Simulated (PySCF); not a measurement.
Al(Cl)(Br)(OMe) (CH3AlBrClO), SMILES [Cl][Al]([Br])[O]C. Geometry: PBE-D3(BJ)/def2-SVP. The structure was generated by enumeration; whether it is a known compound was not checked. One conformer was computed; it need not be the lowest.

Computed equilibrium geometry at PBE-D3(BJ)/def2-SVP (PySCF confirms it by a frequency run) as a Z-matrix, and its point group (one conformer of several):
point group Cs.
```
O
C 1 1.4072
H 2 1.1122 1 110.12
H 2 1.1122 3 107.55 1 -120.01
H 2 1.1140 3 107.91 4 -116.18
Al 1 1.6964 2 136.09 3 120.78
Cl 6 2.0937 1 117.79 2 180.00
Br 6 2.2542 1 121.17 2 0.00
```
